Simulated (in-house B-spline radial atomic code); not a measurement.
**Ionising Rb V (Rb4+) with different functionals**

Computed with a radial B-spline atomic code at the basis-set limit: four-component Dirac-Coulomb Hamiltonian, Fermi nucleus of rms radius 4.2036 fm, spin-restricted, spherical fractional occupations for the functionals. The ionisation energy is the difference of two self-consistent energies, [Ar] 3d10 4s2 4p3 → [Ar] 3d10 4s2 4p2, without Breit or QED terms; ε is the level of the shell that loses the electron (mean over j). The electron is taken from both j subshells in proportion to 2j + 1, so the result is a j average, not the step between ground levels.

Hybrids are left out here: with spherical fractional occupations of an open shell their exact exchange keeps a self-interaction that integer-occupation calculations don't have.

```
           method  rung  ΔSCF (eV)  -ε(4p) (eV)
         LDA VWN5   LDA      68.01        60.79
 relativistic LDA   LDA      67.99        60.77
         LDA PW92   LDA      68.01        60.79
LDA exchange-only   LDA      66.41        59.20
              PBE   GGA      67.72        60.54
           PBEsol   GGA      67.75        60.56
             BLYP   GGA      67.63        60.42
             RPBE   GGA      67.64        60.48
             PW91   GGA      67.84        60.64
             BP86   GGA      67.88        60.68
             AM05   GGA      67.75        60.56
             OLYP   GGA      67.74        60.59
```

Problem. How do they compare with the NIST value?

Solution. NIST lists 68.4 eV ± 0.15 (tabulated theory, ground level to ground level). Errors run from -2.03 to -0.43 eV; LDA VWN5 is closest (-0.43 eV), though others lie within the uncertainty of it, and part of that can be cancellation, since the calculations leave out Breit-QED terms, spin polarisation, the choice among j levels, multiplet and fine-structure energies.
